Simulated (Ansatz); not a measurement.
C₂H₆N (SMILES C[N]C), doublet, geometry from GFN2-xTB. Base run: HF/6-31G in Ansatz (a program for electronic structure).

Geometry (Å):
```xyz
9

C      0.1294    -0.1137     1.2018
N     -0.3995     0.3894     0.0043
C      0.1047    -0.1123    -1.2043
H      0.9354    -0.8530     1.0789
H      0.4938     0.7263     1.8063
H     -0.6848    -0.5611     1.7867
H      0.9130    -0.8518    -1.0989
H      0.4566     0.7284    -1.8152
H     -0.7214    -0.5591    -1.7729
```
Charge 0, spin multiplicity 2.
Orbitals are unrestricted.
All else is at Ansatz's defaults.

The base run was repeated with changes; each row names its change, and settings that it needs were set with it.

```
change                                     E (Eh)  SCF-reference <S^2>
-------------------------------------  ----------  -------------------
base                                   -133.55930                0.762
functional = B97M-V                    -134.44671                0.754
functional = SVWN5                     -133.23468                0.752
functional = PBE0-DH                   -134.25504                0.756
functional = wB97X                     -134.41864                0.754
functional = revpbe                    -134.42062                0.753
functional = b3lyp; dispersion = d3bj  -134.47020                0.754
functional = pbe0                      -134.29393                0.754
functional = BHLYP                     -134.36862                0.756
functional = PBE-QIDH                  -134.16401                0.757
functional = pbe                       -134.27710                0.752
functional = lc_wpbe                   -134.37409                0.754
functional = pbe0; dispersion = d4     -134.29715                0.754
```

Absolute energies of different levels of theory aren't comparable as measures of quality.
